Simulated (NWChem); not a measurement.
Everything below was run with NWChem. System: ClGa, charge 0, spin multiplicity 1, displaced from the optimised geometry. The structure started from a generated list of species.

The NWChem input:

```
start mol
memory heap 200 mb stack 900 mb global 1100 mb
geometry units angstroms nocenter noautoz
  Ga     0.000000     0.000000    -0.807063
  Cl     0.000000     0.000000     1.471703
  symmetry group C2v
end
basis spherical
  * library def2-tzvp
end
dft
  xc becke88 perdew86
  semidirect memsize 60000000 filesize 0
  iterations 100
  convergence nodiis damp 40
end
task dft gradient
```

The output up to the point where the run's verdict is printed (cleaned and shortened):

```
             Northwest Computational Chemistry Package (NWChem) 7.3.0
             --------------------------------------------------------

                                NWChem Input Module
                                -------------------

 Scaling coordinates for geometry "geometry" by  1.889725989
 (inverse scale =  0.529177249)

 Turning off AUTOSYM since
 SYMMETRY directive was detected!

                             Geometry "geometry" -> ""
                             -------------------------

 Output coordinates in angstroms (scale by  1.889725989 to convert to a.u.)

  No.       Tag          Charge          X              Y              Z
 ---- ---------------- ---------- -------------- -------------- --------------
    1 Ga                  31.0000     0.00000000     0.00000000    -0.80706300
    2 Cl                  17.0000     0.00000000     0.00000000     1.47170300

 Effective nuclear repulsion energy (a.u.)     122.3804507452

            Nuclear Dipole moment (a.u.)
            ----------------------------
        X                 Y               Z
 ---------------- ---------------- ----------------
     0.0000000000     0.0000000000    -0.0000037795

      Symmetry information
      --------------------

 Group name             C2v
 Group number             16
 Group order               4
 No. of unique centers     2

      Symmetry unique atoms

     1    2


 Summary of "ao basis" -> "" (spherical)
 ------------------------------------------------------------------------------
       Tag                 Description            Shells   Functions and Types
 ---------------- ------------------------------  ------  ---------------------
 *                         def2-tzvp                  on all atoms

  perdew86 is a nonlocal functional; adding perdew81 local functional.

                                 NWChem DFT Module
                                 -----------------

 Summary of "ao basis" -> "ao basis" (spherical)
 ------------------------------------------------------------------------------
       Tag                 Description            Shells   Functions and Types
[...]
 d= 0,ls=0.5         52  -2125.7533158435 -1.31D+02  5.00D-01               4.6
 d= 0,ls=0.5         53  -1994.5971245005  1.31D+02  5.00D-01               4.6
 d= 0,ls=0.5         54  -2125.7533158435 -1.31D+02  5.00D-01               4.7
 d= 0,ls=0.5         55  -1994.5971245005  1.31D+02  5.00D-01               4.7
 d= 0,ls=0.5         56  -2125.7533158435 -1.31D+02  5.00D-01               4.8
 d= 0,ls=0.5         57  -1994.5971245005  1.31D+02  5.00D-01               4.8
 d= 0,ls=0.5         58  -2125.7533158435 -1.31D+02  5.00D-01               4.9
 d= 0,ls=0.5         59  -1994.5971245005  1.31D+02  5.00D-01               4.9
 d= 0,ls=0.5         60  -2125.7533158435 -1.31D+02  5.00D-01               5.0
 d= 0,ls=0.5         61  -1994.5971245005  1.31D+02  5.00D-01               5.0
 d= 0,ls=0.5         62  -2125.7533158435 -1.31D+02  5.00D-01               5.1
 d= 0,ls=0.5         63  -1994.5971245005  1.31D+02  5.00D-01               5.2
 d= 0,ls=0.5         64  -2125.7533158435 -1.31D+02  5.00D-01               5.2
 d= 0,ls=0.5         65  -1994.5971245005  1.31D+02  5.00D-01               5.3
 d= 0,ls=0.5         66  -2125.7533158435 -1.31D+02  5.00D-01               5.3
 d= 0,ls=0.5         67  -1994.5971245005  1.31D+02  5.00D-01               5.4
 d= 0,ls=0.5         68  -2125.7533158435 -1.31D+02  5.00D-01               5.4
 d= 0,ls=0.5         69  -1994.5971245005  1.31D+02  5.00D-01               5.5
 d= 0,ls=0.5         70  -2125.7533158435 -1.31D+02  5.00D-01               5.5
 d= 0,ls=0.5         71  -1994.5971245005  1.31D+02  5.00D-01               5.6
 d= 0,ls=0.5         72  -2125.7533158435 -1.31D+02  5.00D-01               5.6
 d= 0,ls=0.5         73  -1994.5971245005  1.31D+02  5.00D-01               5.7
 d= 0,ls=0.5         74  -2125.7533158435 -1.31D+02  5.00D-01               5.7
 d= 0,ls=0.5         75  -1994.5971245005  1.31D+02  5.00D-01               5.8
 d= 0,ls=0.5         76  -2125.7533158435 -1.31D+02  5.00D-01               5.8
 d= 0,ls=0.5         77  -1994.5971245005  1.31D+02  5.00D-01               5.9
 d= 0,ls=0.5         78  -2125.7533158435 -1.31D+02  5.00D-01               5.9
 d= 0,ls=0.5         79  -1994.5971245005  1.31D+02  5.00D-01               6.0
 d= 0,ls=0.5         80  -2125.7533158435 -1.31D+02  5.00D-01               6.1
 d= 0,ls=0.5         81  -1994.5971245005  1.31D+02  5.00D-01               6.1
 d= 0,ls=0.5         82  -2125.7533158435 -1.31D+02  5.00D-01               6.2
 d= 0,ls=0.5         83  -1994.5971245005  1.31D+02  5.00D-01               6.2
 d= 0,ls=0.5         84  -2125.7533158435 -1.31D+02  5.00D-01               6.3
 d= 0,ls=0.5         85  -1994.5971245005  1.31D+02  5.00D-01               6.3
 d= 0,ls=0.5         86  -2125.7533158435 -1.31D+02  5.00D-01               6.4
 d= 0,ls=0.5         87  -1994.5971245005  1.31D+02  5.00D-01               6.4
 d= 0,ls=0.5         88  -2125.7533158435 -1.31D+02  5.00D-01               6.5
 d= 0,ls=0.5         89  -1994.5971245005  1.31D+02  5.00D-01               6.5
 d= 0,ls=0.5         90  -2125.7533158435 -1.31D+02  5.00D-01               6.6
 d= 0,ls=0.5         91  -1994.5971245005  1.31D+02  5.00D-01               6.6
 d= 0,ls=0.5         92  -2125.7533158435 -1.31D+02  5.00D-01               6.7
 d= 0,ls=0.5         93  -1994.5971245005  1.31D+02  5.00D-01               6.7
 d= 0,ls=0.5         94  -2125.7533158435 -1.31D+02  5.00D-01               6.8
 d= 0,ls=0.5         95  -1994.5971245005  1.31D+02  5.00D-01               6.8
 d= 0,ls=0.5         96  -2125.7533158435 -1.31D+02  5.00D-01               6.9
 d= 0,ls=0.5         97  -1994.5971245005  1.31D+02  5.00D-01               6.9
 d= 0,ls=0.5         98  -2125.7533158435 -1.31D+02  5.00D-01               7.0
 d= 0,ls=0.5         99  -1994.5971245005  1.31D+02  5.00D-01               7.1
 d= 0,ls=0.5        100  -2125.7533158435 -1.31D+02  5.00D-01               7.1
```

The run did not converge; its last values are not results. The next line reads: Calculation failed to converge. NWChem stopped with the message: dft gradient failed.
